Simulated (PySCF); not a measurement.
In²⁺ (indium, charge +2) across methods

[Kr] 4d10 5s1, 2S determinant. All numbers are calculated (PySCF 2.14, scalar relativity by spin-free X2C-1e, in aug-cc-pVQZ-DK3 (9s8p6d3f2g, 102 functions)).

```tsv
method	E (hartree)	mean ε 4d α (eV)	mean ε 4d β (eV)	mean ε 5s α (eV)	Σ⟨r²⟩ (bohr²)	⟨S²⟩
UHF	-5877.21539	-45.323	-45.107	-26.778	32.39	0.751
CAM-B3LYP	-5880.14	-40.535	-40.316	-26.454	32.30	0.750
PBE	-5879.42	-36.658	-36.375	-24.119	32.28	0.750
revPBE	-5879.68	-36.593	-36.307	-23.994	32.27	0.751
LDA	-5873.95	-36.873	-36.619	-24.517	32.25	0.750
r2SCAN	-5879.84	-37.212	-36.900	-24.344	32.17	0.751
PBEsol	-5876.63	-36.652	-36.366	-24.193	32.24	0.751
```

Question: Estimate the same row for PBE0.

Answer: E (hartree) = -5879.50; mean ε 4d α (eV) = -39.117; mean ε 4d β (eV) = -38.850; mean ε 5s α (eV) = -24.958; Σ⟨r²⟩ (bohr²) = 32.22; ⟨S²⟩ = 0.751.
